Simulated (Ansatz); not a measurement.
Cost and result for the atomization energy of CH$_{9}$GeNOSi (`CO[SiH2][NH][GeH3]`) (14 atoms, 13 bonds).

```xyz
14

C     1.1782    0.7000    2.2075
O     0.3800    0.7688    1.0512
Si   -0.5879   -0.4744    0.5734
N    -1.2309   -0.1831   -0.9753
Ge   -0.2831   -0.1959   -2.5545
H     1.8297    1.5756    2.2297
H     1.8073   -0.1988    2.2136
H     0.5684    0.7010    3.1187
H    -1.7155   -0.6326    1.5331
H     0.2484   -1.7063    0.5462
H    -2.1230    0.2863   -1.0173
H     0.0610    1.2333   -3.0132
H    -1.1301   -0.8821   -3.6405
H     0.9977   -0.9918   -2.2727
```

Charge 0, multiplicity 1. Correlated methods include outer-core shells of Ge, which these sets cover unevenly. Scalar relativity is left out up to krypton. The geometry is a stationary point of PBE0-D4/def2-TZVP. It is one conformer, not always the lowest. Program: Ansatz. All runs use 2 threads of an AMD EPYC 7R13 on a shared host and a share of an NVIDIA H100 80 GB. Times are those of one run each, without the atoms' runs, and a repeat can differ threefold. Electronic energies, without spin–orbit coupling; frozen cores. CCSD(T)/CBS adds CCSD(T) − MP2 in def2-TZVPP to the MP2 limit, and its time is that of the two runs behind it. T1 = 0.011. With those shells the extrapolation isn't a true limit. B3LYP takes the VWN-RPA correlation (the form of Gaussian; ORCA's B3LYP/G).

CCSD(T)/CBS is a level of theory with its own doubt, some kJ/mol a heavy atom from the limit and from the frozen cores, so smaller differences don't rank the functionals.

```
                             level  functions  wall time  atomization (kcal/mol)  difference from CCSD(T)/CBS  per bond
 B3LYP-D4/def2-TZVPP (with forces)        309      2.8 s                  1126.8                         -4.9      -0.4
                PBE0-D4/def2-TZVPP        309      4.1 s                  1116.9                        -14.8      -1.1
                ωB97X-V/def2-TZVPP        309      4.4 s                  1134.8                          3.1       0.2
                 B2PLYP/def2-TZVPP        309      4.5 s                  1114.6                        -17.1      -1.3
   PBE-D4/def2-TZVPP (with forces)        309      4.8 s                  1131.2                         -0.5       0.0
r2SCAN-D4/def2-TZVPP (with forces)        309      4.9 s                  1125.0                         -6.7      -0.5
                    MP2/def2-QZVPP        600        7 s                  1126.2                         -5.5      -0.4
                CCSD(T)/def2-TZVPP        309        7 s                  1102.9                        -28.8      -2.2
  ωB97M-V/def2-TZVPP (with forces)        309      7.5 s                  1128.6                         -3.1      -0.2
                 CCSD(T)/CBS(def2)          –       14 s                  1131.7                          0.0       0.0
```

The D4 term adds +11.3 kcal/mol with B3LYP and +6.0 kcal/mol with PBE0; it sums over pairs of atoms, weighted by their polarisabilities, and B3LYP, whose exchange is more repulsive, gets the larger term. In def2-TZVPP, CCSD(T) changes the Hartree–Fock value by +288.7 kcal/mol (the triples alone add +13.9 kcal/mol) and MP2 by +294.7 kcal/mol; breaking electron pairs costs correlation energy, which Hartree–Fock lacks. From PBE to PBE0 (25 % exact exchange), in def2-TZVPP and without D4, the atomization energy moves by −13.3 kcal/mol: exact exchange takes away binding that semilocal exchange gives to molecules.
